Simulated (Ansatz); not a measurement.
Species: sum formula SiNH$_{5}$ (charge 0, singlet). 
Coordinates optimised at B3LYP-D3(BJ)/def2-TZVP (Ansatz, a program for electronic structure):
```
Si
N 1 1.7237
H 2 1.0079 1 120.20
H 2 1.0079 3 110.80 1 147.52
H 1 1.4811 2 107.87 3 -48.00
H 1 1.4811 5 110.61 2 117.76
H 1 1.4892 5 107.32 6 116.78
```
Charge 0, spin multiplicity 1.

Total electronic energies in hartree. Cores are frozen in the correlated levels unless marked. Spin-orbit coupling is left out. No relativistic terms. Basis-set limits of correlation are two-point, X^-3; Hartree-Fock from the larger set (for Q and 5 zeta extrapolated as (X+1)exp(-9√X)). [CCSD(T)-MP2]/basis is that difference in the basis named.

```
level                                                                             program  energy (Eh)
-------------------------------------------------------------------------  --------------  -----------
RI-HF/def2-QZVPP                                                                   Ansatz   -346.36301
PBE/def2-TZVPD                                                                     Ansatz   -347.07034
BLYP-D4/def2-TZVPD                                                         Ansatz + dftd4   -347.27760
revPBE-D3(BJ)/def2-TZVPD                                                   Ansatz + dftd3   -347.22859
LC-wPBE-D4/def2-TZVPD                                                      Ansatz + dftd4   -347.18432
MP2/cc-pV(D+d)Z                                                                    Ansatz   -346.59779
MP2/CBS(cc-pV(Q+d)Z,cc-pV(5+d)Z)                                                   Ansatz    -346.7616
RI-MP2/aug-cc-pV(Q+d)Z                                                             Ansatz   -346.74295
RI-MP2/def2-TZVPP                                                                  Ansatz   -346.70249
SCS-MP2/aug-cc-pV(T+d)Z                                                            Ansatz   -346.72524
CCSD/cc-pV(D+d)Z                                                                   Ansatz   -346.63284
RI-MP2/CBS(def2-TZVPP,def2-QZVPP)+[CCSD(T)-MP2]/def2-SVP                           Ansatz    -346.7999
RI-MP2/CBS(aug-cc-pV(T+d)Z,aug-cc-pV(Q+d)Z)+[CCSD(T)-MP2]/aug-cc-pV(T+d)Z          Ansatz    -346.8016
RI-MP2/CBS(def2-TZVPPD,def2-QZVPPD)+[CCSD(T)-MP2]/def2-TZVPPD                      Ansatz    -346.8015
CCSD(T)/CBS(cc-pV(Q+d)Z,cc-pV(5+d)Z)                                               Ansatz    -346.7964
```

Totals of different functionals don't rank their quality; only differences between species are comparable.
